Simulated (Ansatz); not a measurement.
Start from `C[S][Sn][NH2]` and change one atom or group to get `C[S][Sn][O][SiH3]`.

Ansatz, PBE0-D4/def2-TZVP geometries, multiplicity 1. Each molecule was computed in one conformer, which needn't be the lowest.

Elements past krypton have def2 core potentials.

```csv
property,`C[S][Sn][NH2]`
HOMO energy (ωB97M-V/def2-TZVPP) / eV,-8.75
size of the dipole moment (B3LYP/def2-TZVPP) / D,2.20
size of the dipole moment (PBE/def2-TZVPP) / D,2.26
LUMO energy (B3LYP/def2-TZVPP) / eV,-1.89
size of the dipole moment (ωB97M-V/def2-TZVPP) / D,2.24
HOMO–LUMO gap (PBE0/def2-TZVPP) / eV,4.95
```

Give the same properties after the change, and the shifts. (Estimate.)

The calculation gave: 
| property | `C[S][Sn][O][SiH3]` | shift |
| --- | --- | --- |
| HOMO energy (ωB97M-V/def2-TZVPP) / eV | -9.07 | -0.32 |
| size of the dipole moment (B3LYP/def2-TZVPP) / D | 0.71 | -1.49 |
| size of the dipole moment (PBE/def2-TZVPP) / D | 0.49 | -1.77 |
| LUMO energy (B3LYP/def2-TZVPP) / eV | -2.52 | -0.63 |
| size of the dipole moment (ωB97M-V/def2-TZVPP) / D | 0.80 | -1.44 |
| HOMO–LUMO gap (PBE0/def2-TZVPP) / eV | 4.73 | -0.22 |

With PBE0 the HOMO falls by 0.40 eV and the LUMO falls by 0.62 eV, so the gap narrows by about 0.22 eV. PBE moves the HOMO by -0.47 eV and ωB97M-V by -0.32 eV. Dipoles are sizes alone; their direction can turn.

B3LYP here is the variant with VWN-RPA as its local correlation; programs differ in this.
